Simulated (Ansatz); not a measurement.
Reactions of C5H5F (`C=CC#CCF`).

Computed with Ansatz on PBE0-D4/def2-TZVP structures; ΔE is electronic, products minus reactants. CCSD(T)/CBS is the MP2 limit (def2-TZVPP, def2-QZVPP) plus CCSD(T) − MP2 in def2-TZVPP, frozen cores. This one scheme is used for every species. One conformer a species, not always the lowest.

Question: Order these by ΔE at CCSD(T)/CBS, lowest first. (Best estimate.)
A. `C=CC#CCF` → `C=C(F)C#CC`
B. `C=CC#CCF` → `FC1=CC=CC1`
C. `C=CC#CCF` + `OC(F)[SiH3]` → `FCOC(F)[SiH3]` + `C#CC=C`
D. `C=CC#CCF` → `C#CC=C` + `[CH]F`
E. `C=CC#CCF` + H₂ → `C#CC=C` + fluoromethane
F. `C=CC#CCF` + CH₄ → `CC#CCF` + ethylene
G. `C=CC#CCF` + `N=CO` → `N=COCF` + `C#CC=C`
H. `C=CC#CCF` + CH₃NH₂ → `CNC#CCF` + ethylene

Answer: B (-1.42 eV), E (-0.47 eV), A (-0.24 eV), C (+0.13 eV), F (+0.22 eV), H (+0.39 eV), G (+0.52 eV), D (+3.87 eV).

Largest T1 diagnostic: 0.018, for `[CH]F`.
